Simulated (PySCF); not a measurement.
# Static response to an electric field

C₆H₁₁FO.
Cartesian coordinates in Å at the PBE0-D3(BJ)/def2-SVP level; atoms count from 1:
```xyz
19
C6H11FO angstrom
C      1.7195    0.6292    1.0511
C      1.8467    0.9099   -0.4094
C      1.2670    0.2473   -1.4104
F      1.5453    0.6072   -2.6771
C      0.3169   -0.9222   -1.4017
O     -0.4613   -1.0573   -0.2561
C     -1.4867   -0.1007   -0.1378
C     -2.2631   -0.3749    1.1259
H      1.2633    1.4829    1.5807
H      2.7148    0.4799    1.5006
H      1.1115   -0.2622    1.2459
H      2.4950    1.7381   -0.7170
H      0.8884   -1.8596   -1.5136
H     -0.3112   -0.8242   -2.3108
H     -2.1502   -0.1566   -1.0249
H     -1.0626    0.9221   -0.1209
H     -3.0921    0.3402    1.2316
H     -1.6141   -0.2841    2.0096
H     -2.6791   -1.3930    1.1109
```

Level: B3LYP/def2-SVPD (PySCF), static field, nuclei fixed, core orbitals frozen in the response. The polarisability tensor in these axes (au):

```
x   82.64  7.29  0.15
y    7.29 71.86  5.81
z    0.15  5.81 87.28
```

Question: What are the eigenvalues, a third of the trace, and Δα (Δα² = ½Σ(αi − αj)² over the three pairs)?

Answer: Principal values 66.87, 84.56 and 90.34 au; mean 80.59 au = 11.94 Å³ = 13.29 × 10⁻⁴⁰ C²·m²/J; Δα = 21.18 au (26 % of the mean).

Question: What is the dipole moment, and where does it point?

Answer: (-0.84, 0.27, 0.96) D, 1.30 D in size, pointing from the negative to the positive side. Measured along this direction, the outermost atoms are F4 at the negative end and H17 at the positive end.

Question: Along which axes do the principal values lie, and how far do the nuclei extend along each?

Answer: Largest value along (0.41, 0.42, 0.81), where the nuclei span 4.88 Å; middle along (0.82, 0.23, -0.53), 5.92 Å; least along (-0.40, 0.88, -0.25), 2.89 Å. The strongest response doesn't lie along the longest of the three spans.

Question: Orientational against electronic polarisability at 250 K (dilute gas, rigid molecules)?

Answer: In Gaussian units μ²/3kT = 16.36 Å³ against 11.94 Å³, a ratio of 1.37; the Debye molar polarisation (4π/3)N_A(α + μ²/3kT) is 71.4 cm³/mol, leaving out the vibrational part.

Question: Sum over states: ᾱ = Σ f/ω², ω in Eh. What share falls to these 6 lowest TDDFT singlets (eV, f)? 6.29, 0.0068; 6.57, 0.0018; 6.80, 0.0585; 6.87, 0.1929; 6.98, 0.0267; 7.02, 0.0009.

Answer: They add up to 4.54 au, 5.6 % of the 80.59 au; the largest single term is 3.03 au, from the state at 6.87 eV. Terms in order: 0.13, 0.03, 0.94, 3.03, 0.41, 0.01 au. Higher excitations give the rest. The strengths listed sum to 0.288.

Question: What would n − 1 = 2πNα be for an ideal gas of these molecules at 500 K and 1 atm, electronic part alone?

Answer: N = p/kT = 1.4678 × 10¹⁹ cm⁻³, so n − 1 = 2π × N × 11.94 × 10⁻²⁴ cm³ = 1101 × 10⁻⁶ at long wavelengths.

Question: What molar refraction does this α imply?

Answer: Lorentz–Lorenz: R = (4π/3)N_A α = 2.5225 cm³/(mol·Å³) × 11.94 Å³ = 30.1 cm³/mol, in the limit of long wavelengths.

One conformer (not necessarily the lowest) at the PBE0-D3(BJ)/def2-SVP geometry, without solvent, vibrations or thermal averaging.
